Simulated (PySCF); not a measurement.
## Radial density of P (phosphorus, neutral)

UHF, [Ne] 3s1 3p3 4s1, high-spin 6S determinant (an excited configuration). Calculation: PySCF 2.14, in dyall-acv3z; the spin-free X2C one-electron Hamiltonian (Gaussian nucleus).

| r (bohr) | 4πr²ρ (e/bohr) | 4πr²(ρα − ρβ) |
| --- | --- | --- |
| 0.00175 | 0.09210 | 0.0003 |
| 0.00294 | 0.2437 | 0.0009 |
| 0.00494 | 0.6310 | 0.0023 |
| 0.00831 | 1.574 | 0.0057 |
| 0.0140 | 3.681 | 0.0132 |
| 0.0235 | 7.707 | 0.0275 |
| 0.0396 | 13.38 | 0.0473 |
| 0.0665 | 17.09 | 0.0632 |
| 0.112 | 14.15 | 0.0952 |
| 0.188 | 10.90 | 0.2753 |
| 0.317 | 15.40 | 0.4920 |
| 0.533 | 12.28 | 0.0801 |
| 0.896 | 3.151 | 0.4645 |
| 1.51 | 2.338 | 2.2567 |
| 2.53 | 1.279 | 1.2785 |
| 4.26 | 0.3084 | 0.3084 |
| 7.17 | 0.1328 | 0.1328 |
| 12.1 | 0.0007391 | 0.0007 |

Densities and radii are taken from the X2C orbitals without a picture-change correction, which distorts them close to the nucleus.

The outer electron is Rydberg-like, and this basis confines it to a smaller radius and binds it less than a complete one would.
